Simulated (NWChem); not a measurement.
# C2H6ClNSi; SMILES C/N=C\[SiH2]Cl

```xyz
11

C     -1.1027    -1.9781     0.4301
N      0.0303    -2.0868    -0.4552
C      0.8674    -1.1220    -0.5579
Si     0.8939     0.5664     0.3544
Cl    -0.8156     1.6884    -0.0867
H     -1.1724    -1.0314     1.0195
H     -1.0969    -2.8412     1.1292
H     -2.0331    -2.0788    -0.1690
H      1.7099    -1.2821    -1.2706
H      0.9707     0.4108     1.8472
H      2.0911     1.3266    -0.1355
```
Atoms are numbered in this order, from 1.

Results from NWChem. Pople sets run with spherical d functions. Structure relaxed at the PBE-D3(BJ)/def2-SVP level. Level: M05-2X/6-31G* with SMD (1 M gas to 1 M solution), gas-phase geometry. Reactions with the solvent are ignored.

Among these, which solvent gives the highest value of “solvation free energy (kcal/mol)”?
A) 1,4-dioxane
B) benzene
C) acetone
D) diethyl ether

A, 1,4-dioxane. Values: acetone -4.7; diethyl ether -4.3; benzene -3.4; 1,4-dioxane -1.9
